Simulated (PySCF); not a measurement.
# Magnetisability: `C/C(=C/C#N)SC(F)(F)F`, C5H4F3NS

Geometry:
| atom | x (Å) | y (Å) | z (Å) |
| --- | --- | --- | --- |
| C1 | -0.753 | -1.163 | 0.619 |
| C2 | -0.572 | 0.230 | 0.132 |
| C3 | -1.182 | 1.294 | 0.669 |
| C4 | -1.009 | 2.612 | 0.211 |
| N5 | -0.878 | 3.695 | -0.141 |
| S6 | 0.425 | 0.494 | -1.324 |
| C7 | 1.780 | -0.710 | -1.035 |
| F8 | 2.769 | -0.452 | -1.878 |
| F9 | 1.407 | -1.978 | -1.228 |
| F10 | 2.264 | -0.633 | 0.205 |
| H11 | -1.560 | -1.201 | 1.347 |
| H12 | 0.153 | -1.533 | 1.102 |
| H13 | -0.988 | -1.831 | -0.208 |
| H14 | -1.855 | 1.175 | 1.508 |

Theory: GIAO PBE/pcSseg-1 magnetisability, rotational g tensor and spin-rotation constants, non-relativistic, gas phase (PySCF 2.14.0). Geometry: GFN2-xTB.

Problem. How diamagnetic is it, and how anisotropic?

Solution. Isotropic -1328 × 10⁻³⁰ J/T², or -80.0 × 10⁻⁶ cm³/mol; principal values -1371, -1369, -1244 × 10⁻³⁰ J/T², anisotropy 126 × 10⁻³⁰ J/T² (root of half the summed squared differences of the principal values). The susceptibility is in cgs units.

Problem. Split it along the inertial axes a, b, c into diamagnetic and paramagnetic parts about the centre of mass, with the quadrupole moment.

Solution. 
| axis | χ (10⁻⁶ cm³/mol) | diamagnetic (10⁻⁶ cm³/mol) | paramagnetic (10⁻⁶ cm³/mol) | summed x² of all electrons (Å²) | quadrupole Θ (D Å) |
| --- | --- | --- | --- | --- | --- |
| a | -79.5 | -670.5 | 591.0 | 327.0 | -10.99 |
| b | -79.5 | -1567.5 | 1488.0 | 115.5 | +7.46 |
| c | -80.9 | -1877.3 | 1796.3 | 42.5 | +3.54 |

Anisotropies 2χaa − χbb − χcc = +1.4 and 2χbb − χaa − χcc = +1.5 × 10⁻⁶ cm³/mol. Θ is traceless in Buckingham's convention.

Problem. And the rotational g tensor?

Solution. 
```tsv
axis	rotational constant (GHz)	g	nuclear part	electronic part
a	2.0725	-0.0307	0.5447	-0.5754
b	0.7376	-0.0147	0.5009	-0.5156
c	0.6226	-0.0113	0.5141	-0.5255
```
Asymmetric top; isotopes 12C, 19F, 1H, 14N, 32S; no vibrational averaging.
